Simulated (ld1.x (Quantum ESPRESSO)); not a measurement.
Before and after: TM potential for iodine (I)

* Element: iodine
* Generator: ld1.x (Quantum ESPRESSO) 7.5
* Type: norm-conserving Troullier–Martins (Kleinman–Bylander form)
* Functional: PBE
* Relativity: scalar-relativistic
* Frozen core: [Kr] 4d10
* Valence charge: 7
* Reference configuration: 5s2 5p5
* Partial waves: 5s (bound): rc 1.35 bohr; 5p (bound): rc 1.85 bohr
* Local potential: all-electron potential smoothed inside 1.20 bohr (lloc = -2)
* Core correction: a·sin(br)/r model core inside 1.00 bohr

All-electron outer shells of the reference configuration (PBE, scalar-relativistic, ld1.x):

```json
{"shell": "4p", "level (eV)": "-127.57", "outermost node (bohr)": "0.37", "outermost maximum (bohr)": "0.72"}
{"shell": "4d", "level (eV)": "-50.28", "outermost node (bohr)": "0.35", "outermost maximum (bohr)": "0.78"}
{"shell": "5s", "level (eV)": "-17.41", "outermost node (bohr)": "0.88", "outermost maximum (bohr)": "1.70"}
{"shell": "5p", "level (eV)": "-7.09", "outermost node (bohr)": "0.96", "outermost maximum (bohr)": "2.02"}
```

Change: fully relativistic.

Cutoffs: the cutoffs (Ry, on a coarse ladder) from which the occupation-weighted sum of valence levels, in a spherical-Bessel basis at the reference potential, stays within 10 and 1 mRy of its value at 400 Ry; they do not see the model core or the augmentation charge, which bear on the density cutoff. Errors are all-electron minus pseudo energies relative to the spin-unpolarised reference configuration.

How do hardness, ghosts and transferability respond?

The potential gets neither clearly harder nor softer (70 Ry and 180 Ry → 70 Ry and 180 Ry); both files keep a bound ghost (d, s); of the 7 tests that both files solve, the error grows in 4 and shrinks in 2 by more than 15 % and 0.3 meV (median size 6.7 → 11.8 meV).

```csv
quantity,base,changed
"cutoff, loose",70 Ry,70 Ry
"cutoff, tight",180 Ry,180 Ry
bound ghosts,"s, d","s, d"
"error for 5s2 5p4, meV [ΔE 11.13 → 11.16 eV]",+1.5,+4.8
"error for 5s2 5p3, meV [ΔE 30.98 → 31.03 eV]",+6.7,+17
"error for 5s2 5p2, meV [ΔE 60.31 → 60.39 eV]",-8.5,+12
"error for 5s2 5p1, meV [ΔE 99.73 → 99.86 eV]",-119,-86
"error for 5s2 5p5.3, meV [ΔE -1.78 → -1.79 eV]",+0.8,+0.2
"error for 5s1 5p6, meV [ΔE 10.41 → 10.37 eV]",-15,-14
"error for 5s1 5p5, meV [ΔE 22.11 → 22.09 eV]",-0.9,+3.9
s: phases at 2.01 bohr within 0.05 rad from the reference energy up to (Ry; the scan ends near 5),to the end of the scan,to the end of the scan
```

 A true bound ghost makes a file unfit for plane-wave use even where its test errors are small: the radial tests pick states by their node count and pass the ghost by.
